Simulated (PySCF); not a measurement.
Compound: 1-bromo-4-tert-butylbenzene, C₁₀H₁₃Br.
Atom-mapped SMILES: `[CH3:1][C:2]([CH3:3])([CH3:4])[c:5]1[cH:6][cH:7][c:8]([Br:9])[cH:10][cH:11]1` (hydrogens: H12, H13, H14 on C1; H15, H16, H17 on C3; H18, H19, H20 on C4; H21 on C6; H22 on C7; H23 on C10; H24 on C11)

Computed, not measured: PySCF 2.14.0, PBE0-D3(BJ)/def2-SVP geometry optimisation, gas phase.

Task: Give the optimised bond lengths and angles.

Result: 
```csv
bond,length (bohr)
"C1–C2, C2–C3, C2–C4",2.898
C2–C5,2.890
"C5–C6, C5–C11",2.647
"C6–C7, C10–C11",2.632
"C7–C8, C8–C10",2.631
C8–Br9,3.568
C1–H12 and 8 like bonds,2.080
"C6–H21, C11–H24",2.063
"C7–H22, C10–H23",2.062
```

Bonds in one row agree within 0.02 bohr and their mean is given. A selection of angles:
```csv
angle,degrees
C1–C2–C3,108.4
C1–C2–C5,112.1
C3–C2–C4,109.6
C3–C2–C5,109.2
C2–C5–C6,123.0
C2–C5–C11,119.9
C6–C5–C11,117.2
C5–C6–C7,121.8
C6–C7–C8,119.5
C7–C8–Br9,119.9
C7–C8–C10,120.3
```

Torsions: C1–C2–C5–C6 0° (synperiplanar).

Of the pairs four or more bonds apart, C1···H21 is among the closest relative to their van der Waals radii: 2.48 Å, 86 % of the sum of Bondi's values. The 6-membered ring C5–C6–C7–C8–C10–C11 has internal angles of 117.2° to 122.0° (sum 720°, against 720° for a flat polygon); it is planar, 0.00 Å rms from its mean plane, widest ring torsion 0°. The C–C distances run from 1.390 Å (C10–C11, aromatic) to 1.536 Å (C2–C4, drawn single), a spread of 0.146 Å.

Point group: Cs (tolerance 0.08 Å). Not checked by PBE0-D3(BJ)/def2-SVP frequencies.

On an Intel Xeon Platinum 8259CL at 2.50 GHz with one thread, no GPU, shared host with 48 logical CPUs at a one-minute load of 63, this took 5.8 min wall and 1.2 GiB of memory at its peak. That covers the optimisation of the geometry.
